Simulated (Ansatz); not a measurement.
trans-CoF2(H2O)4 (CoO₄F₂H₈), relaxed as a quartet with UKS r2SCAN-D4/def2-SVP in Ansatz, starting from the GFN2-xTB geometry. Force threshold 0.02 eV/Å.

Start:

```tsv
atom	x (Å)	y (Å)	z (Å)
Co1	-0.008	0.003	0.026
F2	0.801	0.548	-1.416
F3	-0.815	-0.549	1.460
O4	0.827	-2.271	-0.455
H5	1.055	-2.491	0.453
H6	1.634	-1.977	-0.889
O7	-0.885	2.258	0.510
H8	-1.659	1.941	0.985
H9	-1.165	2.465	-0.387
O10	-2.050	-0.523	-1.256
H11	-2.288	-1.289	-0.726
H12	-1.599	-0.848	-2.041
O13	2.095	0.535	1.205
H14	1.703	0.985	1.960
H15	2.354	1.213	0.572
```

(1) Estimate the energy that the relaxation releases and the steps that it takes.

(2) Does the start keep its bonding and symmetry?

(3) Predict the relaxed structure.

Answers

(1) 133.7 kJ/mol, in 13 steps; 2 min on 4 threads of Arm Neoverse V1 on a shared host. No frequencies were taken in this run, so the end may be a saddle point.

(2) By distances, no bond broke or formed. The bond that changes most is Co1–O13, from 2.47 to 2.15 Å (atoms count from 1). A close non-bonded pair moves further: F2–H6, from 2.71 to 1.63 Å.

(3) 
Cartesian coordinates in Å:
```
Co 0.002 0.000 0.001
F 1.541 0.247 -1.205
F -1.537 -0.250 1.206
O 0.709 -1.980 -0.573
H 1.245 -2.417 0.104
H 1.336 -1.366 -1.055
O -0.713 1.979 0.572
H -1.336 1.363 1.055
H -1.251 2.410 -0.107
O -1.662 -0.501 -1.262
H -2.073 -0.614 -0.365
H -1.456 -1.402 -1.556
O 1.664 0.507 1.263
H 1.457 1.408 1.555
H 2.076 0.617 0.367
```
Bond lengths: 4 × Co–O 2.15 to 2.18 Å; 2 × Co–F 1.97 Å; 8 × H–O 0.97 to 1.00 Å.
